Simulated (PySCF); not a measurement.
**Excited states of C⁴⁺ (carbon, charge +4)**

Ground state 1s2, ¹S. All numbers are calculated (PySCF 2.14, the non-relativistic Hamiltonian (point nucleus), in def2-TZVP (5s3p2d1f, 31 functions)). Vertical excitation energies in eV without spin-orbit coupling; excited terms of each kind are numbered among those the solver found. Frozen: nothing.

```json
{"term": "1 3S", "leading excitation": "1s → s", "EOM-EE-CCSD": "298.97"}
{"term": "1 1S", "leading excitation": "1s → s", "EOM-EE-CCSD": "303.92"}
{"term": "1 3P°", "leading excitation": "1s → p", "EOM-EE-CCSD": "304.50"}
{"term": "1 1P°", "leading excitation": "1s → p", "EOM-EE-CCSD": "307.57"}
{"term": "2 3S", "leading excitation": "1s → s", "EOM-EE-CCSD": "351.61"}
{"term": "2 1S", "leading excitation": "1s → s", "EOM-EE-CCSD": "352.88"}
{"term": "2 3P°", "leading excitation": "1s → p", "EOM-EE-CCSD": "353.04"}
{"term": "2 1P°", "leading excitation": "1s → p", "EOM-EE-CCSD": "353.98"}
{"term": "1 3D", "leading excitation": "1s → d", "EOM-EE-CCSD": "353.98"}
{"term": "1 1D", "leading excitation": "1s → d", "EOM-EE-CCSD": "354.01"}
{"term": "2 3D", "leading excitation": "1s → d", "EOM-EE-CCSD": "396.13"}
{"term": "2 1D", "leading excitation": "1s → d", "EOM-EE-CCSD": "396.27"}
{"term": "1 3F°", "leading excitation": "1s → f", "EOM-EE-CCSD": "397.96"}
{"term": "1 1F°", "leading excitation": "1s → f", "EOM-EE-CCSD": "397.97"}
```

Only the lower part of the computed list is shown. Doubly excited terms such as np² are absent. The solver can miss terms.
